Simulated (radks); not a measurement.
Problem. The selenium ion Se2+, configuration [Ar] 3d10 4s2 4p(up 1, down 1) (spins set by hand, not the high-spin state). Calculated with a radial shooting solver on a logarithmic mesh with Libxc functionals: non-relativistic Kohn-Sham, PBE, spin-polarised, spherical densities, point nucleus. Some entries of the table are withheld. Estimate them.

| orbital | occ. | eigenvalue (hartree) | <r> (bohr) | <1/r> (bohr^-1) |
|---|---|---|---|---|
| 1s | 2 | (1) | (2) | 33.50 |
| 2s | 2 | -58.23632 | 0.2000 | 7.404 |
| 2p | 6 | -52.37992 | (3) | 7.381 |
| 3s | 2 | -8.41063 | 0.5849 | 2.426 |
| 3p | 6 | -6.39655 | (4) | 2.311 |
| 3d | 10 | (5) | 0.6259 | 2.040 |
| 4s | 2 | -1.35681 | 1.719 | 0.7666 |
| 4p | 2 | -0.93508 | 1.995 | 0.6527 |

Solution. 
(1) 1s eigenvalue (hartree): -452.9108
(2) 1s <r> (bohr): 0.04499
(3) 2p <r> (bohr): 0.1728
(4) 3p <r> (bohr): 0.5940
(5) 3d eigenvalue (hartree): -2.83321
